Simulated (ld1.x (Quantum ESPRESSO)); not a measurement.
# xenon, ultrasoft: configuration errors across variants

xenon (Xe), ultrasoft, made with ld1.x (Quantum ESPRESSO) 7.5 (PBEsol, scalar-relativistic). Core [Kr], reference 4d10 5s2 5p5.5 (charge +0.5). Waves: 5s (bound): rcut 1.55, rcutus 1.85 bohr; 5s channel at 0.1 Ry: rcut 1.55, rcutus 1.85 bohr; 5p (bound): rcut 1.25, rcutus 1.75 bohr; 5p channel at 2.85 Ry: rcut 1.25, rcutus 1.75 bohr; 4d (bound): rcut 0.75, rcutus 0.95 bohr; 4d channel at -4.4 Ry: rcut 0.75, rcutus 0.95 bohr. Local part: all-electron potential smoothed inside 1.75 bohr (lloc = -1). Core correction: none. Augmentation charge: PSQ, inside the norm-conserving radii.

All-electron excitation energies from the reference (eV): (1) 4d10 5s2 5p6 -5.177; (2) 4d10 5s2 5p5 7.374; (3) 4d10 5s2 5p4 29.154; (4) 4d10 5s2 5p3 60.925; (5) 4d9 5s2 5p6 62.471; (6) 4d10 5s2 5p2 103.308; (7) 4d10 5s1 5p6 19.551.

The overlap operator is not positive definite (basis up to 400 Ry) in “waves 5s (bound): rcut 1.55, rcutus 2.82 bohr; 5s channel at 0.1 Ry: rcut 1.55, rcutus 2.82 bohr”. Such files are unfit for use, however small their errors in these radial tests.

3 further variants failed, have other tests or too few solved ones, and are left out.

Errors AE − PS in meV (a dash: test not solved or not reliable):

```tsv
change	(1)	(2)	(3)	(4)	(5)	(6)	(7)	bound ghosts
base	+1.4	-2.7	-16	-51	+39	-128	-7.1	none
waves 5s (bound): rcut 1.55, rcutus 1.86 bohr; 5s channel at 0.1 Ry: rcut 1.55, rcutus 1.86 bohr	+1.4	-2.7	-16	-51	+39	-128	-7.1	none
waves 5s (bound): rcut 1.55, rcutus 2.10 bohr; 5s channel at 0.1 Ry: rcut 1.55, rcutus 2.10 bohr	+1.4	-2.7	-16	-50	+105	-120	-11	none
waves 5s (bound): rcut 1.55, rcutus 2.20 bohr; 5s channel at 0.1 Ry: rcut 1.55, rcutus 2.20 bohr	+1.4	-2.7	-16	-49	+140	-116	-13	none
waves 5s (bound): rcut 1.55, rcutus 2.46 bohr; 5s channel at 0.1 Ry: rcut 1.55, rcutus 2.46 bohr	+1.3	-2.7	-16	-47	+211	-107	-17	none
waves 5s (bound): rcut 1.55, rcutus 2.60 bohr; 5s channel at 0.1 Ry: rcut 1.55, rcutus 2.60 bohr	+1.4	-2.7	-15	-46	+230	-102	-18	none
waves 5s (bound): rcut 1.55, rcutus 2.82 bohr; 5s channel at 0.1 Ry: rcut 1.55, rcutus 2.82 bohr	+1.3	-2.8	-17	-54	-37	-134	-21	not determined (overlap not positive)
```

(1) Give the same row for: waves 5s (bound): rcut 1.55, rcutus 1.70 bohr; 5s channel at 0.1 Ry: rcut 1.55, rcutus 1.70 bohr.

Results:

(1) +1.4, -2.7, -16, -50, +40, -125, -5.3; bound ghosts: none.
